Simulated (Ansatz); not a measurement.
Geometry optimisation, RKS PBE/def2-SVP (Ansatz 0.2.0).

Input file:

```yaml
crystal:
  periodic: [false, false, false]
  atoms:
    - { symbol: Mo, position_ang: [0.0, 0.0, 0.0] }
    - { symbol: Cl, position_ang: [0.0, 0.0, 2.66] }
    - { symbol: F, position_ang: [1.77, 0.0, 0.0] }
    - { symbol: F, position_ang: [0.0, 1.77, 0.0] }
    - { symbol: F, position_ang: [-1.77, 0.0, 0.0] }
    - { symbol: F, position_ang: [0.0, -1.77, 0.0] }
    - { symbol: F, position_ang: [0.0, 0.0, -1.77] }
    - { symbol: Br, position_ang: [1.8335, 1.9101, 0.8797] }
    - { symbol: H, position_ang: [1.0356, 1.0788, 2.1967] }
basis:
  gaussian: { orbitals: def2-SVP }
hamiltonian:
  xc: pbe
relax:
  f_tol: 0.15
  max_steps: 25
  restrain:
    - { distance: [0, 7], at: 2.49, k: 30.0 }
    - { distance: [8, 1], at: 1.37, k: 30.0 }
    - { distance: [0, 1], at: 3.51, k: 30.0 }
    - { distance: [8, 7], at: 2.75, k: 30.0 }
```

Launched with:

```bash
$ ansatz run input.yaml --threads 4 --pin off --max-ram 5120MiB --backend cpu --events-out ev --progress --plain --runs-dir out
```

Where does it end, and by what steps?

The forces met the threshold. The restraints hold the end off the free minimum; the threshold counts their pulls, which the force column leaves out. Restrained pairs: Mo1–Br8 (2.79 → 2.48 Å), Cl2–H9 (1.57 → 1.34 Å), Mo1–Cl2 (2.66 → 3.54 Å), Br8–H9 (1.75 → 2.75 Å). After 15 steps the energy has fallen by 5.453 eV (the restraints' own energy left out); F3 moved furthest, 1.43 Å.

| step | energy less start (eV) | largest force component (eV/Å) | accepted |
| --- | --- | --- | --- |
| 0 | 0.0000 | 7.120 | yes |
| 1 | -0.5739 | 5.509 | yes |
| 2 | -0.9113 | 4.786 | yes |
| 3 | -2.5076 | 3.900 | yes |
| 4 | -3.5174 | 1.534 | yes |
| 5 | -4.0809 | 0.777 | yes |
| 6 | -4.2689 | 1.134 | yes |
| 7 | -4.5235 | 1.068 | yes |
| 8 | -4.7419 | 1.013 | yes |
| 9 | -4.9268 | 0.890 | yes |
| 10 | -5.0841 | 0.901 | yes |
| 11 | -5.2109 | 0.995 | yes |
| 12 | -5.3374 | 1.206 | yes |
| 13 | -5.4361 | 1.152 | yes |
| 14 | -5.4525 | 1.078 | yes |
| 15 | -5.4532 | 1.059 | yes |

```xyz
9
Properties=species:S:1:pos:R:3
Mo 0.350 0.360 -0.353
Cl -0.371 -0.424 3.021
F 1.830 0.046 -1.425
F 0.015 1.845 -1.409
F -1.210 0.731 0.550
F 0.754 -1.198 0.541
F -0.677 -0.656 -1.526
Br 1.738 1.703 1.206
H 0.442 0.583 3.361
```

The run took 62 s on 4 threads of Arm Neoverse V1 (shared host), peak memory 0.28 GiB.
